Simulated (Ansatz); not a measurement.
A search over several starts for the lowest SCF solution of the cluster Na₃Br₄ at the given spin, in a small basis.

```yaml
crystal:
  periodic: [false, false, false]
  atoms:
    - {symbol: Na, position_ang: [2.368504, -0.083821, -0.363590]}
    - {symbol: Na, position_ang: [-1.583705, 1.761725, 0.365902]}
    - {symbol: Na, position_ang: [-0.854666, -1.884904, 0.140662]}
    - {symbol: Br, position_ang: [0.001121, 0.726863, -1.835120]}
    - {symbol: Br, position_ang: [1.750288, -2.574176, 0.301698]}
    - {symbol: Br, position_ang: [1.196686, 2.467877, 0.238183]}
    - {symbol: Br, position_ang: [-2.878228, -0.413564, 1.152255]}
basis:
  gaussian: {orbitals: def2-SVP, initial_orbitals: start.molden}
magnetization: {spin_polarized: true, initial_magnetization: 1}
hamiltonian: {xc: pbe, dispersion: d4}
output: {orbitals: {seedname: orbitals}}
```

The file start.molden holds the orbitals of an earlier run on this structure, at another level or in another basis.

```sh
$ ansatz run in.yaml --threads 4 --pin off --events-out ev --progress --plain --max-ram 4787MiB
```

It prints (some lines left out):

```
Functional definition: PBE
1905 factors; their error is unknown
mean field evaluation 1: about -293345.9901 eV, gradient 7.7e1 eV
mean field evaluation 2: about -293350.1381 eV, gradient 6.8e0 eV
mean field evaluation 4: about -293353.0149 eV, gradient 3.6e0 eV
mean field evaluation 8: about -293352.8386 eV, gradient 8.5e-3 eV
mean field evaluation 16: about -293353.1234 eV, gradient 1.6e0 eV
mean field evaluation 32: about -293352.8386 eV, gradient 2.5e-5 eV
mean field evaluation 64: about -293352.7826 eV, gradient 7.9e-1 eV
mean field -293352.83860766 eV, -10780.5179771357 hartree, gradient 1.6e-5 eV, S^2 0.751076; 11 other end points of the search recorded, 0 dependent functions left out
reference -293352.83868121 eV, -10780.5179798386 hartree; 87, 86 occupied and 86, 87 virtual orbitals, 1905 factors
Total energy: -293353.12186438 eV, -10780.5283866282 hartree
```

It took 24 s on 4 threads of Arm Neoverse V1 on a shared host.

In the doublet, Br4 and Br6 lie 2.96 Å apart (atoms count from 1), so these atoms are partly bonded to each other. Another isomer (doublet) lies 0.04 eV lower at PBE0-D4/def2-SVP; other spin states weren't run for this one.
